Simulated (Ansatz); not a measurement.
Consider the hydrogenolysis of the In–O bond: `C[N](C)[In]([OH])[O][SiH3]` + H₂ → `C[N](C)[InH][OH]` + `O[SiH3]`.

Program: Ansatz. Geometries: PBE0-D4/def2-TZVP. ΔE: electronic, gas phase. CBS: MP2 limit from def2 TZ/QZ plus the TZ coupled-cluster correction, frozen cores. This one scheme is used for every species. DFT in def2-TZVPP. def2 core potentials past Kr. For In outer-core shells are correlated without core-valence functions, which leaves a few kJ/mol of doubt a bond. Each species was taken in one conformer, which may not be the lowest.

CCSD(T)/CBS gives +5.5 kcal/mol.

Question: Another level gave +0.7 kcal/mol. Which?
A. RPA@PBE/def2-TZVPP
B. revPBE/def2-TZVPP
C. CCSD/def2-TZVPP
D. B97M-V/def2-TZVPP

Answer: B. revPBE 0.7, CCSD/def2-TZVPP 3.3, B97M-V 1.8, RPA@PBE/def2-TZVPP 4.5 kcal/mol.

Largest T1 diagnostic among the species: 0.016.

The D4 term adds +2.7 kcal/mol with B3LYP and +1.6 kcal/mol with PBE0; it sums over pairs of atoms, weighted by their polarisabilities, and B3LYP, whose exchange is more repulsive, gets the larger term. Leaving LDA and LC-ωPBE aside and taking each functional with its dispersion term where it has one, the values, not all of them listed here, spread over 2.6 kcal/mol, from B97M-V to BLYP-D4. LDA lies −2.1 kcal/mol from PBE without D4. In def2-TZVPP, CCSD(T) changes the Hartree–Fock value by +3.1 kcal/mol (the triples alone add +1.1 kcal/mol) and MP2 by +4.5 kcal/mol.

B3LYP here is the variant with VWN-RPA as its local correlation; programs differ in this.
